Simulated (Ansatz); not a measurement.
All numbers were calculated with Ansatz.

A structure relaxed at PBE0-D4/def2-TZVP, charge 0, multiplicity 1:

```xyz
9

N     0.415    1.018   -1.167
C     0.174    0.306   -0.130
N     0.575    0.740    1.103
B    -0.549   -1.092   -0.136
Cl   -0.984   -1.836   -1.640
H     0.099    0.531   -2.002
H     0.184    0.323    1.928
H     0.920    1.683    1.177
H    -0.834   -1.674    0.866
```

(1) Give its formula and SMILES.

(2) Summarise the bond lengths by kind.

Answers

(1) CH4BClN2, `N=C(N)BCl`.

(2) 2 × C–N 1.281 to 1.367 Å; 3 × H–N 1.003 to 1.017 Å; 1 × B–C 1.574 Å; 1 × B–Cl 1.734 Å; 1 × B–H 1.194 Å.
